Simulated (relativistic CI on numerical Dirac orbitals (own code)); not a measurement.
## Energy levels of P VI

Computed by Dirac-Coulomb-Breit CI, separate exchange-only KLI orbitals for each configuration, model QED (radiative potential, 1s self-energy scaled to tabulated hydrogen-like ionisation energies), valence Slater integrals scaled by 0.85, P86 correlation energy added to each configuration (own radial code, finite nucleus).

Configurations in the expansion (outside the closed core 1s2): 2s2.2p6, 2s2.2p5.3s, 2s2.2p5.3p, 2s2.2p5.3d, 2s2.2p5.4s, 2s2.2p5.4p, 2s.2p6.3s, 2s2.2p5.4d, 2s2.2p5.4f, 2s.2p6.3p, 2s2.2p4.3s2, 2s.2p6.3d, 2s2.2p4.3s.3p, 2s2.2p4.3p2, 2s2.2p4.3s.3d, 2s.2p6.4s. Levels of other configurations are missing.

```tsv
No.	Configuration	Term	J	E (cm⁻¹)	%	Next component (%)	jj configuration (%)
1	2s2.2p6	1S	0	0	100		closed (100)
2	2s2.2p5.3s	3P°	2	1090242	100		2p3/2^3 3s (100)
3	2s2.2p5.3s	3P°	1	1093558	84	16 1P°	2p3/2^3 3s (73)
4	2s2.2p5.3s	3P°	0	1097417	100		2p1/2 2p3/2^4 3s (100)
5	2s2.2p5.3s	1P°	1	1102807	84	16 3P°	2p1/2 2p3/2^4 3s (73)
6	2s2.2p5.3p	3S	1	1174432	97	2 3P	2p3/2^3 3p3/2 (42)
7	2s2.2p5.3p	3D	3	1186157	100		2p3/2^3 3p3/2 (100)
8	2s2.2p5.3p	3D	2	1187179	80	16 1D	2p3/2^3 3p1/2 (90)
9	2s2.2p5.3p	3D	1	1189794	74	15 1P	2p3/2^3 3p1/2 (37)
10	2s2.2p5.3p	3P	2	1192923	55	43 1D	2p3/2^3 3p3/2 (97)
11	2s2.2p5.3p	1P	1	1195573	53	25 3D	2p1/2 2p3/2^4 3p1/2 (60)
12	2s2.2p5.3p	3P	0	1197459	100		2p1/2 2p3/2^4 3p1/2 (61)
13	2s2.2p5.3p	1D	2	1197625	41	40 3P	2p1/2 2p3/2^4 3p3/2 (87)
14	2s2.2p5.3p	3P	1	1198627	67	31 1P	2p1/2 2p3/2^4 3p3/2 (74)
15	2s2.2p5.3p	1S	0	1244324	97	3 2s2.2p5.4p 1S	2p3/2^3 3p3/2 (59)
16	2s2.2p5.3d	3P°	0	1306844	100		2p3/2^3 3d3/2 (100)
17	2s2.2p5.3d	3P°	1	1307682	98	2 3D°	2p3/2^3 3d3/2 (63)
18	2s2.2p5.3d	3P°	2	1309454	92	4 3D°	2p3/2^3 3d5/2 (63)
19	2s2.2p5.3d	3F°	4	1311651	100		2p3/2^3 3d5/2 (100)
20	2s2.2p5.3d	3F°	3	1313111	79	18 1F°	2p3/2^3 3d3/2 (92)
21	2s2.2p5.3d	3F°	2	1315456	73	16 1D°	2p3/2^3 3d3/2 (62)
22	2s2.2p5.3d	1F°	3	1317381	53	42 3D°	2p3/2^3 3d5/2 (91)
23	2s2.2p5.3d	3D°	1	1321929	93	5 1P°	2p1/2 2p3/2^4 3d3/2 (36)
24	2s2.2p5.3d	1D°	2	1322184	43	29 3D°	2p1/2 2p3/2^4 3d3/2 (71)
25	2s2.2p5.3d	3D°	3	1322980	55	29 1F°	2p1/2 2p3/2^4 3d5/2 (86)
26	2s2.2p5.3d	3D°	2	1323389	55	37 1D°	2p1/2 2p3/2^4 3d5/2 (73)
27	2s2.2p5.3d	1P°	1	1335664	93	5 3D°	2p1/2 2p3/2^4 3d3/2 (56)
28	2s2.2p5.4s	3P°	2	1436653	100		2p3/2^3 4s (100)
29	2s2.2p5.4s	3P°	1	1438356	54	45 1P°	2p3/2^3 4s (95)
30	2s2.2p5.4s	3P°	0	1443858	100		2p1/2 2p3/2^4 4s (100)
31	2s2.2p5.4s	1P°	1	1445167	54	45 3P°	2p1/2 2p3/2^4 4s (95)
32	2s2.2p5.4p	3S	1	1467763	90	6 3P	2p3/2^3 4p3/2 (47)
33	2s2.2p5.4p	3D	3	1471807	100		2p3/2^3 4p3/2 (100)
34	2s2.2p5.4p	3D	2	1472420	64	27 1D	2p3/2^3 4p1/2 (97)
35	2s2.2p5.4p	1P	1	1473616	46	31 3D	2p3/2^3 4p1/2 (52)
36	2s2.2p5.4p	3P	2	1474298	68	32 1D	2p3/2^3 4p3/2 (100)
37	2s2.2p5.4p	3P	0	1478539	98	2 1S	2p1/2 2p3/2^4 4p1/2 (53)
38	2s2.2p5.4p	3D	1	1479274	68	27 1P	2p1/2 2p3/2^4 4p1/2 (92)
39	2s2.2p5.4p	3P	1	1480193	66	25 1P	2p1/2 2p3/2^4 4p3/2 (86)
40	2s2.2p5.4p	1D	2	1480365	41	35 3D	2p1/2 2p3/2^4 4p3/2 (98)
41	2s2.2p5.4p	1S	0	1501475	94	2 2s2.2p5.3p 1S	2p3/2^3 4p3/2 (51)
42	2s2.2p5.4d	3P°	0	1514358	100		2p3/2^3 4d3/2 (100)
43	2s2.2p5.4d	3P°	1	1514947	94	6 3D°	2p3/2^3 4d3/2 (71)
44	2s2.2p5.4d	3P°	2	1516029	77	14 3D°	2p3/2^3 4d5/2 (77)
45	2s2.2p5.4d	3F°	4	1516078	100		2p3/2^3 4d5/2 (100)
```

Energies count from the lowest computed level; ° marks odd parity. Filled j subshells are mostly left out of the jj labels.

The mean weight of the leading LS term, summed over parents, in these 45 levels is 80 %, and that of the leading jj configuration (from the same eigenvectors) 79 %.

At this charge configurations can still be misplaced by up to about 7 % of their energy. 29 of the 38 excited levels that our extract of the measured tables holds in this range could be paired (the sources list more); they are missed by 603 cm⁻¹ on average and 3006 at most, and levels without a partner can miss by more.

LS names give the leading component of a level, which can be under half, so a name can repeat, a term be missing and a line seem to break the LS rules.
